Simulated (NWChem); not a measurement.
System: BaF cation; SMILES [Ba+][F]

NWChem input:

```
start job
memory heap 200 mb stack 900 mb global 1100 mb
charge 1
geometry units angstroms noautosym nocenter noautoz
  Ba     0.000000     0.000000    -0.228665
  F      0.000000     0.000000     1.928166
end
basis spherical
  * library def2-svpd
end
ecp
  Ba library def2-ecp
end
dft
  xc pbe0
  iterations 150
end
property
  response 1 0.0773
end
task dft property
```

Excerpt of the output:

```
             Northwest Computational Chemistry Package (NWChem) 7.3.0
             --------------------------------------------------------

                             Geometry "geometry" -> ""
                             -------------------------

 Output coordinates in angstroms (scale by  1.889725989 to convert to a.u.)

  No.       Tag          Charge          X              Y              Z
 ---- ---------------- ---------- -------------- -------------- --------------
    1 Ba                  56.0000     0.00000000     0.00000000    -0.22866500
    2 F                    9.0000     0.00000000     0.00000000     1.92816600

 Effective nuclear repulsion energy (a.u.)     123.6561109776

                                 NWChem DFT Module
                                 -----------------

 Summary of "ao basis" -> "ao basis" (spherical)
 ------------------------------------------------------------------------------
       Tag                 Description            Shells   Functions and Types
 ---------------- ------------------------------  ------  ---------------------
 Ba                        def2-svpd                10       26   4s4p2d
 F                         def2-svpd                 9       23   4s3p2d

            General Information
            -------------------
          SCF calculation type: DFT
          Wavefunction type:  closed shell.
          No. of atoms     :     2
          No. of electrons :    18
           Alpha electrons :     9
            Beta electrons :     9
          Charge           :     1
          Spin multiplicity:     1
          Use of symmetry is: off; symmetry adaption is: off
          Maximum number of iterations: 150
          AO basis - number of functions:    49
                     number of shells:    19
          Convergence on energy requested:  1.00D-06
          Convergence on density requested:  1.00D-05
          Convergence on gradient requested:  5.00D-04

              XC Information
              --------------
                         PBE0 Method XC Functional
                     Hartree-Fock (Exact) Exchange  0.250
          PerdewBurkeErnzerhof Exchange Functional  0.750
            Perdew 1991 LDA Correlation Functional  1.000 local
           PerdewBurkeErnz. Correlation Functional  1.000 non-local

             Grid Information
             ----------------
          Grid used for XC integration:  medium
          Radial quadrature: Mura-Knowles
          Angular quadrature: Lebedev.
          Tag              B.-S. Rad. Rad. Pts. Rad. Cut. Ang. Pts.
          ---              ---------- --------- --------- ---------
          Ba                  2.15      123          14.0       590
          F                   0.50       49          12.0       434
          Grid pruning is: on
          Number of quadrature shells:   172
          Spatial weights used:  Erf1

      Superposition of Atomic Density Guess
      -------------------------------------

 Sum of atomic energies:        -126.78140493

 Renormalizing density from      19.00 to     18

      Non-variational initial energy
      ------------------------------

 Total energy =    -120.375367
 1-e energy   =    -211.635142
 2-e energy   =      69.178327
 HOMO         =      -1.074813
 LUMO         =      -0.338077

   convergence    iter        energy       DeltaE   RMS-Dens  Diis-err
 ---------------- ----- ----------------- --------- --------- ---------
 d= 0,ls=0.0,diis     1   -124.6211653751 -1.47D+02  1.16D-01  4.04D+00
 d= 0,ls=0.5,diis     2   -115.0769608760  9.54D+00  4.28D-02  3.86D+01
 d= 0,ls=0.5,diis     3   -121.3463091338 -6.27D+00  2.56D-02  2.77D+01
 d= 0,ls=0.5,diis     4   -123.2268952729 -1.88D+00  4.30D-02  1.41D+01
 d= 0,ls=0.5,diis     5   -124.7711193928 -1.54D+00  1.84D-02  8.75D-01
 d= 0,ls=0.5,diis     6   -124.9447383331 -1.74D-01  8.55D-03  8.53D-02
  Resetting Diis
 d= 0,ls=0.5,diis     7   -124.9833343484 -3.86D-02  5.46D-03  3.08D-02
 d= 0,ls=0.5,diis     8   -124.9982221044 -1.49D-02  4.28D-03  2.85D-02
 d= 0,ls=0.5,diis     9   -125.0056578158 -7.44D-03  2.28D-03  2.03D-02
 d= 0,ls=0.5,diis    10   -125.0096580034 -4.00D-03  1.77D-03  4.29D-03
 d= 0,ls=0.5,diis    11   -125.0114623883 -1.80D-03  1.21D-03  1.57D-03
 d= 0,ls=0.5,diis    12   -125.0121960915 -7.34D-04  7.84D-04  8.08D-04
 d= 0,ls=0.5,diis    13   -125.0125106017 -3.15D-04  5.22D-04  3.62D-04
 d= 0,ls=0.5,diis    14   -125.0126467131 -1.36D-04  3.43D-04  1.39D-04
 d= 0,ls=0.5,diis    15   -125.0127030999 -5.64D-05  2.19D-04  5.09D-05
 d= 0,ls=0.5,diis    16   -125.0127255932 -2.25D-05  1.40D-04  1.95D-05
 d= 0,ls=0.5,diis    17   -125.0127346477 -9.05D-06  8.94D-05  7.27D-06
 d= 0,ls=0.5,diis    18   -125.0127382533 -3.61D-06  5.64D-05  2.74D-06
 d= 0,ls=0.5,diis    19   -125.0127396862 -1.43D-06  3.57D-05  1.06D-06
 d= 0,ls=0.5,diis    20   -125.0127402558 -5.70D-07  2.25D-05  4.12D-07
 d= 0,ls=0.5,diis    21   -125.0127404837 -2.28D-07  1.42D-05  1.61D-07
 d= 0,ls=0.5,diis    22   -125.0127405751 -9.14D-08  8.98D-06  6.34D-08

         Total DFT energy =     -125.012740611596
      One electron energy =     -222.596291400864
           Coulomb energy =       89.433023282052
    Exchange-Corr. energy =      -13.930920881635
 Nuclear repulsion energy =       22.081448388851

 Numeric. integr. density =       17.999991327729

                       DFT Final Molecular Orbital Analysis
                       ------------------------------------

 Vector    7  Occ=2.000000D+00  E=-5.183667D-01
              MO Center= -5.3D-11, -5.3D-11,  1.8D+00, r^2= 7.5D-01
   Bfn.  Coefficient  Atom+Function         Bfn.  Coefficient  Atom+Function
  ----- ------------  ---------------      ----- ------------  ---------------
    32      0.451696  2 F  py                31      0.444518  2 F  px
    35     -0.308049  2 F  py                34     -0.303154  2 F  px
    18     -0.089837  1 Ba d -1              20      0.088409  1 Ba d  1
    38     -0.084081  2 F  py                37     -0.082745  2 F  px
     6      0.052634  1 Ba py                 5      0.051798  1 Ba px

 Vector    8  Occ=2.000000D+00  E=-5.183667D-01
              MO Center= -1.7D-12, -1.2D-12,  1.8D+00, r^2= 7.5D-01
   Bfn.  Coefficient  Atom+Function         Bfn.  Coefficient  Atom+Function
  ----- ------------  ---------------      ----- ------------  ---------------
    31      0.451696  2 F  px                32     -0.444518  2 F  py
    34     -0.308049  2 F  px                35      0.303154  2 F  py
    20      0.089837  1 Ba d  1              18      0.088409  1 Ba d -1
    37     -0.084081  2 F  px                38      0.082745  2 F  py
     5      0.052634  1 Ba px                 6     -0.051798  1 Ba py

 Vector    9  Occ=2.000000D+00  E=-5.136593D-01
              MO Center=  3.9D-11,  3.9D-11,  1.6D+00, r^2= 1.4D+00
   Bfn.  Coefficient  Atom+Function         Bfn.  Coefficient  Atom+Function
  ----- ------------  ---------------      ----- ------------  ---------------
    33      0.624507  2 F  pz                36     -0.443409  2 F  pz
    19      0.228998  1 Ba d  0               7     -0.213289  1 Ba pz
     2     -0.170289  1 Ba s                 10     -0.122224  1 Ba pz
    39     -0.081492  2 F  pz                 3      0.072411  1 Ba s
    28     -0.054115  2 F  s                 30     -0.053895  2 F  s

 Vector   10  Occ=0.000000D+00  E=-2.250940D-01
              MO Center=  1.0D-08,  1.0D-08, -6.2D-01, r^2= 6.2D+00
   Bfn.  Coefficient  Atom+Function         Bfn.  Coefficient  Atom+Function
  ----- ------------  ---------------      ----- ------------  ---------------
     3      1.156933  1 Ba s                  2     -0.633944  1 Ba s
    19     -0.263135  1 Ba d  0              13     -0.183322  1 Ba pz
     1      0.129030  1 Ba s                  7      0.061025  1 Ba pz
    16      0.037481  1 Ba pz                30     -0.033580  2 F  s
    28     -0.029201  2 F  s                 29     -0.026983  2 F  s

 Vector   11  Occ=0.000000D+00  E=-2.031012D-01
              MO Center=  9.7D-10,  9.8D-10, -2.3D-01, r^2= 3.6D+00
   Bfn.  Coefficient  Atom+Function         Bfn.  Coefficient  Atom+Function
  ----- ------------  ---------------      ----- ------------  ---------------
    21      0.934664  1 Ba d  2              26      0.128620  1 Ba d  2

 Vector   12  Occ=0.000000D+00  E=-2.030985D-01
              MO Center=  5.2D-09,  5.2D-09, -2.3D-01, r^2= 3.6D+00
   Bfn.  Coefficient  Atom+Function         Bfn.  Coefficient  Atom+Function
  ----- ------------  ---------------      ----- ------------  ---------------
    17      0.934663  1 Ba d -2              22      0.128621  1 Ba d -2

     Multipole analysis of the density
     ---------------------------------

     L   x y z        total         alpha         beta         nuclear
     -   - - -        -----         -----         ----         -------
     0   0 0 0      1.000000     -9.000000     -9.000000     19.000000

     1   1 0 0     -0.000000     -0.000000     -0.000000      0.000000
     1   0 1 0     -0.000000     -0.000000     -0.000000      0.000000
     1   0 0 1     -2.644356    -15.558281    -15.558281     28.472207

[...]

 DFT Linear Response polarizability / au
 Frequency  =       0.0773000 / au
 Wavelength =     589.4353558 / nm
              X              Y              Z
 -----------------------------------------------
 X      16.3576198     -0.0000000      0.0000000
 Y      -0.0000000     16.3576198      0.0000000
 Z       0.0000000      0.0000000     33.1385920
 -----------------------------------------------
 Eigenvalues =      16.3576198     16.3576198     33.1385920
 Isotropic   =      21.9512772
 Anisotropic =      16.7809722
 -----------------------------------------------

 Magnetic Dipole Response Matrix (nonzero elements):

 Exiting AOResponse driver routine
```

Level: PBE0/def2-SVPD with def2 effective core potentials on Ba. The geometry was optimised at PBE0/def2-SVP. def2 effective core potentials on Ba; no spin-orbit coupling.
